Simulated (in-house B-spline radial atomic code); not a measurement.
A run on an ion of nuclear charge 66 with 66.7 electrons that did not converge. Method: scalar-relativistic (X2C) PBEsol, spin-polarised, spherical fractional occupations, Fermi nucleus of rms radius 5.2218 fm; computed with a B-spline radial code for spherical atoms.

Command:
```bash
python run_scf.py task.json out
```
Settings (nuclear radius in fm, mass in u):
```
Z                66
configuration    [Xe] 4f10.7 6s2
hamiltonian      x2c
method           pbesol
spin_polarised   True
nucleus          fermi
rms_radius       5.2218
atomic_mass      163.92918
speed_of_light   137.035999084
```

First and last ten iterations of the last attempt (damped for 15 steps, keeping 80 % of the old Fock matrix, then DIIS):
```
 iter        energy (Eh)    residual
    1      -12098.210865    7.77e-01
    2      -12097.137940    1.48e+00
    3      -12124.579088    9.34e-01
    4      -12139.433043    5.59e-01
    5      -12146.793762    3.51e-01
    6      -12150.086083    2.20e-01
    7      -12151.419740    1.36e-01
    8      -12151.938608    8.36e-02
    9      -12152.160714    6.03e-02
   10      -12152.274293    4.39e-02
  111      -12097.712787    6.21e-01
  112      -12098.063980    6.18e-01
  113      -12118.845851    1.07e+00
  114      -12134.376860    6.83e-01
  115      -12142.801234    4.91e-01
  116      -12147.492606    3.24e-01
  117      -12151.158231    1.43e-01
  118      -12098.589852    6.19e-01
  119      -12097.700150    6.27e-01
  120      -12092.309452    6.36e-01
 not converged after 120 iterations
```

The smallest residual met was 2.0e-02; the threshold is about 7e-07. No energy from this run should be used. The likely cause: this method binds the added charge weakly or not at all at the basis-set limit, so charge moves back and forth between the atom and the box. Run time, properties included: 2.9 s on 1 thread of Arm Neoverse V1, with other jobs on the host.
